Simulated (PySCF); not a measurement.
Compound: C₄H₈AlN.
Bonds: C1–N2 (triple), N2–Al3, Al3–C4, C4–C5, C5–C6, C1–C6. Hydrogens: H7, H8 on Al3; H9, H10 on C4; H11, H12 on C5; H13, H14 on C6.

The closed-shell ground state was solved at several levels (PySCF, density fitting, gas phase, non-relativistic). One conformer (not necessarily the lowest) at the PBE0-D3(BJ)/def2-SVP geometry, without solvent, vibrations or thermal averaging.

```csv
level,basis functions,HOMO (eV),LUMO (eV),gap (eV),dipole (D)
PBE0/def2-TZVP,240,-7.23,-1.04,6.19,5.31
PBE0/aug-cc-pVDZ,214,-7.23,-1.08,6.15,5.28
PBE0/def2-TZVPD,300,-7.23,-1.09,6.14,5.30
```

Q: Estimate the row for PBE0/6-31+G*, a basis of 128 functions; the other rows only guide the guess.

A: HOMO -7.22 eV, LUMO -1.09 eV, gap 6.13 eV, dipole 5.30 D.

Q: How much does the basis alone move the frontier levels among the 4 PBE0 rows (the withheld one included)?

A: The HOMO by 0.01 eV and the LUMO by 0.05 eV. By rising basis size (HOMO, LUMO in eV): 6-31+G* -7.22, -1.09; aug-cc-pVDZ -7.23, -1.08; def2-TZVP -7.23, -1.04; def2-TZVPD -7.23, -1.09.

Q: How far do the dipole and the HOMO energy spread over the levels?

A: The dipole runs from 5.28 to 5.31 D (mean 5.30 D) and the HOMO from -7.23 to -7.22 eV.
